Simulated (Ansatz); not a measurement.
Correlation energies of ClGeH (`[Cl][GeH]`) by basis set

```json
{"atom": "Cl1", "x (Å)": "-0.5725", "y (Å)": "-1.2904", "z (Å)": "0.7141"}
{"atom": "Ge2", "x (Å)": "-0.2209", "y (Å)": "0.2281", "z (Å)": "-0.8142"}
{"atom": "H3", "x (Å)": "0.7934", "y (Å)": "1.0624", "z (Å)": "0.1002"}
```

Total charge 0; spin multiplicity 1. Correlated methods include outer-core shells of Ge, which these sets cover unevenly. Scalar relativity is left out up to krypton. Geometry: relaxed with PBE0-D4/def2-TZVP. Frozen core, restricted reference, Ansatz.

| basis | HF (Eh) | MP2 corr. |
| --- | --- | --- |
| def2-SVP | -2535.05258 | -0.34038 |
| def2-TZVPP | -2535.47758 | -0.41766 |
| def2-QZVPP | -2535.53261 | -0.70196 |

Estimate the CCSD correlation energy and the (T) correction in each basis where they were run (hartree).


| basis | CCSD corr. | (T) |
| --- | --- | --- |
| def2-SVP | -0.35916 | -0.00970 |
| def2-TZVPP | -0.44116 | -0.01797 |
| def2-QZVPP | -0.70290 | -0.02393 |
